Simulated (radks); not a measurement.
Neutral strontium, 38 electrons, occupied as [Kr] 5s1.75 6s0.25 (fractional occupations, a model configuration).

Calculated with a radial shooting solver on a logarithmic mesh with Libxc functionals: scalar-relativistic Kohn-Sham, LDA (Slater exchange, Perdew-Wang correlation), spin-polarised, spherical densities, finite nucleus; open shells are filled with parallel spins first (spin-orbit coupling, left out, can overturn this in heavy ions); Fermi nuclear charge, rms radius 4.224 fm.

Energy parts (eV):
| part | energy |
|---|---|
| total | -86416.637 |
| kinetic | 88588.602 |
| electron-nucleus | -208188.334 |
| Hartree | 35935.992 |
| exchange-correlation | -2752.897 |

Orbitals (lengths in bohr, moments of r in powers of bohr; r(90%) holds 90 % of the orbital's charge):
| orbital | occ. | eigenvalue (eV) | r(90%) | <1/r> |
|---|---|---|---|---|
| 1s up | 1 | -15913.44 | 0.0702 | 38.95 |
| 1s down | 1 | -15913.44 | 0.0702 | 38.95 |
| 2s up | 1 | -2156.009 | 0.267 | 8.691 |
| 2s down | 1 | -2156.006 | 0.267 | 8.691 |
| 2p up | 3 | -1917.531 | 0.245 | 8.492 |
| 2p down | 3 | -1917.528 | 0.245 | 8.492 |
| 3s up | 1 | -333.5945 | 0.732 | 2.913 |
| 3s down | 1 | -333.5899 | 0.732 | 2.913 |
| 3p up | 3 | -256.6443 | 0.759 | 2.761 |
| 3p down | 3 | -256.6394 | 0.759 | 2.761 |
| 3d up | 5 | -129.1300 | 0.809 | 2.507 |
| 3d down | 5 | -129.1246 | 0.809 | 2.507 |
| 4s up | 1 | -41.8122 | 1.99 | 0.9944 |
| 4s down | 1 | -41.7949 | 1.99 | 0.9946 |
| 4p up | 3 | -23.7510 | 2.36 | 0.8499 |
| 4p down | 3 | -23.7246 | 2.36 | 0.8505 |
| 5s up | 1 | -4.3077 | 6.18 | 0.3059 |
| 5s down | 0.75 | -4.1671 | 6.21 | 0.3050 |
| 6s up | 0.25 | -0.6641 | 18.1 | 0.09905 |
| 6s down | 0 | -0.5922 | 18.7 | 0.09701 |

The highest occupied level is 6s up at -0.664 eV. The spin density at the nucleus is 1.790 e/bohr^3 (1s 0.010, 2s 0.002, 3s -0.003, 4s -0.021, 5s 1.640, 6s 0.163). Spin moment in Bohr magnetons: 0.5.
